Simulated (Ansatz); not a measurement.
`[CH3][Ge]([SiH3])([Cl])[Cl]` + `NCBCl` → `[SiH3]NCBCl` + `[CH3][GeH]([Cl])[Cl]`  (cleavage of the Si–Ge bond)

Computed with Ansatz on PBE0-D4/def2-TZVP structures; ΔE is electronic, products minus reactants. CCSD(T)/CBS adds triple-zeta CCSD(T) − MP2 to the extrapolated MP2 energy (def2 sets, frozen cores). Functionals use def2-TZVPP. For Ge outer-core shells are correlated without core-valence functions, which leaves a few kJ/mol of doubt a bond. Scalar relativity is left out up to krypton. One conformer a species, not always the lowest.

`[CH3][Ge]([SiH3])([Cl])[Cl]`:

Z-matrix (Å, degrees):
```
C
Ge 1 1.939
H 1 1.091 2 109.7
H 1 1.091 2 109.7 3 -120.6
H 1 1.090 2 108.8 3 119.7
Si 2 2.384 1 120.8 3 60.3
Cl 2 2.164 1 107.1 3 -176.7
Cl 2 2.164 1 107.1 3 -62.7
H 6 1.482 2 107.9 1 179.9
H 6 1.485 2 108.8 1 -60.0
H 6 1.485 2 108.9 1 59.8
```

`NCBCl`:

Z-matrix (Å, degrees):
```
C
B 1 1.549
N 1 1.444 2 117.7
H 1 1.100 2 106.9 3 124.8
H 1 1.112 2 102.2 3 -126.9
Cl 2 1.749 1 121.6 3 11.9
H 2 1.193 1 121.4 3 -171.1
H 3 1.011 1 111.5 2 -38.9
H 3 1.010 1 112.1 2 -160.6
```

`[SiH3]NCBCl`:

Z-matrix (Å, degrees):
```
Si
N 1 1.722
H 1 1.495 2 114.8
H 1 1.487 2 107.7 3 118.9
H 1 1.485 2 108.1 3 -120.8
C 2 1.453 1 121.5 3 -68.5
H 2 1.009 1 116.1 3 76.0
B 6 1.559 2 115.1 1 -63.1
H 6 1.105 2 109.2 1 -176.3
H 6 1.101 2 114.2 1 67.5
Cl 8 1.748 6 119.0 2 165.2
H 8 1.191 6 123.7 2 -18.7
```

`[CH3][GeH]([Cl])[Cl]`:

```xyz
8

C     0.276    0.651   -0.835
Ge   -0.308   -0.586    0.528
Cl   -1.279    0.516    2.095
Cl    1.418   -1.537    1.386
H     0.801    0.108   -1.622
H    -0.588    1.165   -1.258
H     0.949    1.381   -0.387
H    -1.268   -1.698    0.093
```

Problem. Is it downhill or uphill in electronic energy at CCSD(T)/CBS, and by how much? (An estimate is asked.)

Solution. Computed: Downhill: ΔE = -14.2 kJ/mol.

Problem. What do these levels give: r2SCAN-D4, PBE0-D4, B2PLYP, r2SCAN, SCS-MP2/def2-TZVPP, CCSD/def2-TZVPP? (An estimate is asked.)

Solution. The calculation gave: r2SCAN-D4 -9.1, PBE0-D4 -3.8, B2PLYP -16.6, r2SCAN -9.4, SCS-MP2/def2-TZVPP -23.0, CCSD/def2-TZVPP -18.4 kJ/mol.

Largest T1 diagnostic among the species: 0.011.

From PBE to PBE0 (25 % exact exchange), in def2-TZVPP and without D4, ΔE moves by −6.5 kJ/mol. In def2-TZVPP, CCSD(T) changes the Hartree–Fock value by +15.9 kJ/mol (the triples alone add +2.4 kJ/mol) and MP2 by +12.7 kJ/mol.
